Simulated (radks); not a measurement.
Results of a calculation; reference values are marked as such.
Ionisation of the calcium ion Ca2+, [Ar], to [Ne] 3s2 3p5 as the strength of local exchange is varied. Code: a radial shooting solver on a logarithmic mesh with Libxc functionals. Model: non-relativistic Kohn-Sham, Slater X-alpha exchange (alpha = 2/3 is LDA exchange), no correlation, spin-polarised, spherical densities, point nucleus.

alpha,E(Ca2+) (hartree),exchange (hartree),IE (eV),-e of the level emptied (eV),<r> of it (bohr)
0.588,-669.75104,-28.32999,47.526,39.784 (3p),1.280
0.593,-669.99198,-28.57927,47.635,39.890 (3p),1.279
0.644,-672.45357,-31.12999,48.754,40.987 (3p),1.269
0.667,-673.56610,-32.28512,49.263,41.486 (3p),1.265
0.803,-680.17509,-39.17633,52.325,44.497 (3p),1.240
0.885,-684.18515,-43.38165,54.216,46.361 (3p),1.226
0.936,-686.68877,-46.01623,55.409,47.538 (3p),1.217

NIST Atomic Spectra Database: 50.913 eV (measured). The Delta-SCF value meets it near alpha = 0.74. Open shells are spherical and high-spin; term and fine-structure splittings are not resolved.
